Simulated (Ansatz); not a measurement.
Relaxation of the cluster Sn₆S₁₂ (charge 0, singlet) with RKS PBE-D4/def2-SVP in Ansatz.

Positions (Å) and forces (eV/Å) at steps 17, 18, 19, 21, 22, 23 of 23:

```xyz
18
step=17 energy=-164936.9822 eV
Sn    0.479    3.472    1.477   -0.031   -0.035    0.063
Sn   -0.061    1.047    4.113   -0.066    0.100    0.008
Sn    0.459    0.782   -3.500    0.011    0.041   -0.010
Sn   -0.124   -2.877   -3.654   -0.019    0.045   -0.031
Sn    0.124   -0.582   -0.090    0.040   -0.092    0.066
Sn   -2.967    0.047   -2.165    0.006   -0.079    0.025
S     1.409   -1.320   -2.176   -0.036   -0.032   -0.027
S    -1.708   -3.634   -1.798    0.034    0.060    0.047
S     1.802    1.413    0.278    0.174    0.022    0.030
S    -1.591   -0.743   -4.226    0.018   -0.008    0.005
S    -1.788    2.094    2.179    0.165   -0.677   -0.074
S    -1.437   -0.052    1.918   -0.088    0.709    0.101
S    -0.909    1.504   -1.365   -0.008   -0.015    0.019
S    -2.052   -1.973   -0.582   -0.029   -0.038   -0.056
S     1.418   -2.133    1.535    0.070    0.258    0.056
S     1.531    2.931    3.682   -0.010   -0.056   -0.060
S     2.131   -0.621    2.792   -0.119   -0.201   -0.027
S     3.283    0.645    1.584   -0.112   -0.004   -0.134
18
step=18 energy=-164937.0202 eV
Sn    0.514    3.447    1.476    0.000    0.039   -0.124
Sn   -0.195    1.178    4.183    0.108    0.005   -0.115
Sn    0.439    0.815   -3.494    0.008   -0.022    0.042
Sn   -0.135   -2.844   -3.698    0.007   -0.010    0.028
Sn    0.140   -0.591   -0.085    0.056   -0.054    0.011
Sn   -2.969   -0.003   -2.128   -0.056    0.033   -0.011
S     1.391   -1.311   -2.200    0.019    0.030   -0.053
S    -1.646   -3.638   -1.791   -0.001    0.027    0.018
S     1.847    1.407    0.252    0.046   -0.067    0.083
S    -1.608   -0.718   -4.225   -0.017    0.001   -0.005
S    -1.770    2.077    2.139   -0.016   -0.133   -0.063
S    -1.426   -0.019    1.926   -0.010    0.180    0.125
S    -0.924    1.485   -1.342   -0.034    0.021    0.008
S    -2.029   -1.996   -0.563    0.020   -0.059   -0.048
S     1.436   -2.137    1.518   -0.032    0.100    0.035
S     1.559    2.889    3.666   -0.032   -0.111    0.107
S     2.091   -0.629    2.795   -0.007   -0.049   -0.065
S     3.285    0.589    1.571   -0.060    0.071    0.028
18
step=19 energy=-164937.0200 eV rejected
Sn    0.513    3.436    1.407   -0.049    0.015    0.005
Sn   -0.147    1.166    4.131    0.055   -0.027    0.256
Sn    0.434    0.832   -3.456    0.015    0.036   -0.032
Sn   -0.129   -2.829   -3.702    0.003    0.012   -0.038
Sn    0.127   -0.615   -0.081   -0.064    0.122    0.042
Sn   -2.993    0.011   -2.140    0.045    0.039    0.005
S     1.394   -1.301   -2.203    0.010   -0.012    0.030
S    -1.617   -3.640   -1.791   -0.043   -0.017   -0.023
S     1.855    1.371    0.260    0.060   -0.020    0.097
S    -1.607   -0.694   -4.220   -0.017   -0.042   -0.001
S    -1.765    2.058    2.127   -0.090    0.087   -0.108
S    -1.400   -0.025    1.983    0.007   -0.052   -0.211
S    -0.936    1.483   -1.309   -0.074   -0.024    0.010
S    -2.045   -1.996   -0.590    0.040   -0.023    0.046
S     1.410   -2.128    1.526    0.098   -0.133    0.091
S     1.542    2.923    3.623    0.068    0.020   -0.034
S     2.088   -0.650    2.817   -0.064    0.019   -0.034
S     3.276    0.597    1.619    0.000    0.000   -0.101
18
step=21 energy=-164937.0291 eV rejected
Sn    0.507    3.437    1.397   -0.011   -0.011    0.028
Sn   -0.180    1.148    4.171    0.054    0.105   -0.129
Sn    0.413    0.834   -3.482    0.004    0.008    0.014
Sn   -0.135   -2.821   -3.711    0.006   -0.001    0.006
Sn    0.149   -0.599   -0.083    0.068   -0.021    0.025
Sn   -2.988    0.005   -2.106    0.026    0.004    0.008
S     1.394   -1.288   -2.218    0.012    0.001   -0.005
S    -1.611   -3.638   -1.789   -0.010    0.014    0.007
S     1.877    1.368    0.273    0.014    0.032   -0.024
S    -1.634   -0.703   -4.211   -0.014   -0.001    0.008
S    -1.776    2.093    2.090   -0.032   -0.031    0.007
S    -1.390    0.011    1.951   -0.002   -0.013   -0.003
S    -0.932    1.486   -1.315   -0.027    0.007   -0.012
S    -2.005   -1.999   -0.565   -0.064   -0.051   -0.018
S     1.418   -2.145    1.541   -0.014    0.007   -0.025
S     1.516    2.892    3.617    0.014   -0.053    0.071
S     2.086   -0.657    2.820   -0.019   -0.005    0.047
S     3.289    0.575    1.620   -0.004    0.009   -0.004
18
step=22 energy=-164937.0333 eV
Sn    0.521    3.442    1.436   -0.019    0.020   -0.007
Sn   -0.164    1.158    4.144   -0.001    0.002    0.026
Sn    0.421    0.831   -3.473   -0.011    0.010   -0.005
Sn   -0.130   -2.831   -3.702   -0.002    0.002   -0.011
Sn    0.142   -0.603   -0.084   -0.009    0.011    0.016
Sn   -2.985    0.000   -2.118   -0.007    0.003    0.004
S     1.398   -1.295   -2.210   -0.005   -0.004    0.016
S    -1.632   -3.644   -1.799    0.003   -0.003   -0.004
S     1.858    1.386    0.263    0.015   -0.031    0.059
S    -1.621   -0.709   -4.215    0.004   -0.002    0.007
S    -1.774    2.082    2.092    0.017    0.010   -0.003
S    -1.413   -0.003    1.939    0.013   -0.009   -0.022
S    -0.940    1.485   -1.318   -0.004   -0.007   -0.016
S    -2.023   -2.008   -0.571    0.007   -0.001   -0.002
S     1.426   -2.132    1.538   -0.010   -0.033    0.010
S     1.558    2.887    3.643   -0.010   -0.007   -0.014
S     2.082   -0.641    2.822   -0.032    0.017   -0.037
S     3.273    0.595    1.611    0.052    0.023   -0.018
18
step=23 energy=-164937.0344 eV
Sn    0.516    3.444    1.422    0.013   -0.021   -0.015
Sn   -0.170    1.170    4.145   -0.004   -0.002    0.001
Sn    0.411    0.838   -3.474    0.005   -0.007    0.000
Sn   -0.129   -2.821   -3.709    0.007    0.004   -0.001
Sn    0.146   -0.601   -0.082    0.015   -0.006   -0.008
Sn   -2.989   -0.002   -2.104    0.005   -0.006    0.005
S     1.398   -1.288   -2.213   -0.007    0.010   -0.004
S    -1.616   -3.646   -1.800   -0.002   -0.001   -0.001
S     1.874    1.377    0.275   -0.015    0.014   -0.013
S    -1.631   -0.705   -4.207   -0.004    0.001    0.001
S    -1.774    2.083    2.082    0.001    0.003    0.005
S    -1.407   -0.002    1.937    0.000   -0.002   -0.002
S    -0.941    1.485   -1.314    0.002    0.003    0.001
S    -2.011   -2.014   -0.569   -0.017    0.001    0.000
S     1.415   -2.140    1.541   -0.007    0.001    0.004
S     1.553    2.891    3.630    0.004    0.005    0.009
S     2.071   -0.648    2.822    0.018   -0.003    0.005
S     3.284    0.579    1.619   -0.015    0.006    0.014
```

In the def2 sets Sn takes a core potential; there is no spin–orbit coupling. The structure comes from a short search, and lower isomers may exist.
